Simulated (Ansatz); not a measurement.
CH₇BGaNSe (`C[Se][B](N)[GaH2]`). Total charge 0; spin multiplicity 1. All single points use the PBE0-D4/def2-TZVP geometry. It is one conformer, not always the lowest.

```xyz
12

C     0.137   -0.508    2.181
Se   -1.111    0.666    1.251
B    -0.509    0.518   -0.597
N    -1.205    1.253   -1.561
Ga    1.102   -0.654   -1.270
H     0.048   -1.526    1.811
H     1.157   -0.150    2.061
H    -0.139   -0.476    3.233
H    -0.956    1.230   -2.535
H    -1.993    1.851   -1.364
H     2.036   -1.566   -0.388
H     1.433   -0.637   -2.822
```

(1) What is the dipole moment at ωB97M-V/def2-TZVPP? (Best estimate.)

(2) And with PBE, r2SCAN, B3LYP? (Best estimate.)

(3) Give the Mulliken charges with ωB97M-V, r2SCAN, B3LYP in def2-TZVPP. (Estimate.)

Results:

(1) Ansatz gave: 1.07 D, with components (-0.54, 0.56, -0.73) D in this frame, pointing from negative to positive charge.

(2) Computed: PBE 1.11 D, r2SCAN 1.03 D, B3LYP 1.05 D.

(3) Ansatz gave: 
| atom | ωB97M-V | r2SCAN | B3LYP |
| --- | --- | --- | --- |
| C1 | -0.45 | -0.26 | -0.38 |
| Se2 | -0.01 | -0.02 | -0.02 |
| B3 | 0.01 | 0.04 | 0.07 |
| N4 | -0.19 | -0.28 | -0.23 |
| Ga5 | -0.02 | 0.03 | -0.01 |
| H6 | 0.15 | 0.10 | 0.13 |
| H7 | 0.15 | 0.10 | 0.13 |
| H8 | 0.15 | 0.10 | 0.13 |
| H9 | 0.14 | 0.18 | 0.17 |
| H10 | 0.12 | 0.16 | 0.15 |
| H11 | -0.03 | -0.08 | -0.07 |
| H12 | -0.03 | -0.07 | -0.07 |

B3LYP here is the variant with VWN-RPA as its local correlation; programs differ in this.
